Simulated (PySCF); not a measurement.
## Dipole response of Rh (rhodium, neutral)

[Kr] 4d7 5s1 5p1, one real determinant (an excited configuration). All numbers are calculated (PySCF 2.14, the spin-free X2C one-electron Hamiltonian (Gaussian nucleus), in aug-cc-pVTZ-DK (9s8p6d3f2g, 102 functions)). Coupled (time-dependent) response in atomic units; α is the mean over directions.

| method | mean α (bohr³) | α xx, yy, zz | C₆ (like pair) | S(−4) |
| --- | --- | --- | --- | --- |
| UHF | 95.83 | 81.86, 122.6, 82.99 | 1080 | 5350 |
| PBE | 105.8 | 79.81, 156.8, 80.92 | 1169 | 8543 |

S(−4) is the Cauchy moment in α(ω) = α(0) + S(−4) ω² + …

Spin-orbit coupling is absent.

α(iu) at UHF:

```
u (hartree)  α(iu) (bohr³)
          0          95.83
     0.0500          84.49
      0.100          64.09
      0.200          35.86
      0.300          22.76
      0.500          12.38
      0.750          7.690
       1.00          5.487
       1.50          3.337
       2.00          2.278
       3.00          1.259
       5.00         0.5445
```

A single London oscillator, α(iu) = α/(1 + u²/ω²), gives C₆ = (3/4) ω α². Matching the computed C₆ needs ω = 4 × 1080 / (3 × 95.83²) = 0.157 hartree.

The components differ because the open shell of this determinant is not spherical; for a pure term their mean is the scalar polarisability.

⟨L²⟩ = 13.99 against 20 for a pure G term, so this real determinant mixes terms.
